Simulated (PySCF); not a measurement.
An EPR job on `CN[C]1[C@@H]2[C@@H]3C[C@H]1[C@@H]32` [radical].

Method: UKS B3LYP, pcH-1 on C H N, non-relativistic, mean-field spin-orbit, GIAO (PySCF 2.14.0). Geometry: GFN2-xTB. The input is one job of a driver script: a line of settings, then coordinates in Å.

Command:
```bash
OMP_NUM_THREADS=1 python probes_run.py task.json out
```

Input:
```
{"job": {"kind": "epr", "basis": "pcH-1"}, "charge": 0, "multiplicity": 2}
C      2.370544     0.973480     0.345465
N      1.492854     0.318558    -0.593331
C      0.525219    -0.555145    -0.089817
C     -0.526968    -1.230936    -0.875936
C     -1.812192    -0.382161    -0.707790
C     -1.433801     0.804421     0.157556
C     -0.534019    -0.195011     0.926972
C     -1.395760    -1.354627     0.347140
H      2.917255     1.762685    -0.170694
H      3.094148     0.290328     0.810613
H      1.764158     1.419539     1.132273
H      1.971772    -0.056177    -1.403330
H     -0.417767    -1.913298    -1.702570
H     -2.637842    -0.449329    -1.397052
H     -0.924742     1.642383    -0.319953
H     -2.272557     1.161205     0.752514
H     -0.306851    -0.033770     1.975135
H     -1.882210    -2.195828     0.801148
```

Output:
```
UKS, coarse grid
  cycle   1  E = -327.31606354  |g| = 3.14e-01
  cycle   2  E = -327.29269616  |g| = 3.96e-01
  cycle   3  E = -327.37085416  |g| = 4.34e-02
  cycle   4  E = -327.37145871  |g| = 2.56e-02
  cycle   5  E = -327.37172884  |g| = 8.56e-03
  cycle   6  E = -327.37176646  |g| = 3.50e-03
  cycle   7  E = -327.37177166  |g| = 1.11e-03
  cycle   8  E = -327.37177308  |g| = 3.17e-04
UKS, final grid
  cycle   1  E = -327.37169682  |g| = 3.70e-04
  cycle   2  E = -327.37169674  |g| = 5.58e-04
  cycle   3  E = -327.37169688  |g| = 4.48e-05
  cycle   4  E = -327.37169689  |g| = 2.93e-05
E = -327.37169689 Eh   <S^2> = 0.7535 (exact 0.7500)
g shifts (ppm)      1          2          3
  rmc          -179       -179       -179
  gc             -1         34         36
  oz_so         -64        660       1035
  total        -244        514        892
hyperfine (MHz)  atom isotope    a_iso     a_fc   dipolar eigenvalues
    0   13C       7.95       7.95     -2.01     -0.76      2.77
    1   14N       3.92       3.92    -11.97    -11.64     23.61
    2   13C     216.22     216.22    -63.46    -60.72    124.17
    3   13C      -4.20      -4.20     -3.88     -1.51      5.38
    4   13C      51.47      51.47     -7.40     -6.29     13.69
    5   13C      25.90      25.90     -4.67     -3.34      8.01
    6   13C      -0.92      -0.92     -2.69     -1.48      4.16
    7   13C      23.37      23.37     -2.67     -2.03      4.71
    8    1H       1.60       1.60     -3.21     -2.37      5.58
    9    1H      22.78      22.78     -3.78     -2.48      6.27
   10    1H       5.69       5.69     -3.68     -2.64      6.31
   11    1H      -4.36      -4.36    -13.90     -5.89     19.79
   12    1H      15.79      15.79     -3.64     -3.16      6.80
   13    1H       2.26       2.26     -4.51     -1.20      5.71
   14    1H      -2.89      -2.89     -3.97     -0.46      4.43
   15    1H      -2.07      -2.07     -3.28     -1.26      4.54
   16    1H      27.31      27.31     -4.57     -3.41      7.97
   17    1H      -0.54      -0.54     -2.57     -1.90      4.47
```

rmc, gc and oz_so are the mass-correction, gauge-correction and orbital-Zeeman/spin–orbit parts of the g shift along its three principal axes; a_iso is the isotropic hyperfine coupling and a_fc its Fermi-contact part. Atoms in this output count from 0.

Problem. How far is ⟨S²⟩ from the pure-spin value?

Solution. S = 0.5 gives S(S+1) = 0.75; the run has 0.7535, 0.0035 more.

Problem. Get g_iso from the total shifts.

Solution. Their mean is 387 ppm; added to g_e = 2.002319 it gives 2.00271.

Main results: ⟨S²⟩ 0.754; g_iso 2.0027.

The structure is a single GFN2-xTB conformer in the gas phase; no vibrational or solvent corrections.

Hardware: one thread of an Arm Neoverse V2, on a shared host. Cost: 68 s wall (with the writing of density and orbital grids), 0.97 GiB resident at most.
Labels such as C1 count atoms from 1, the log's own numbers from 0.
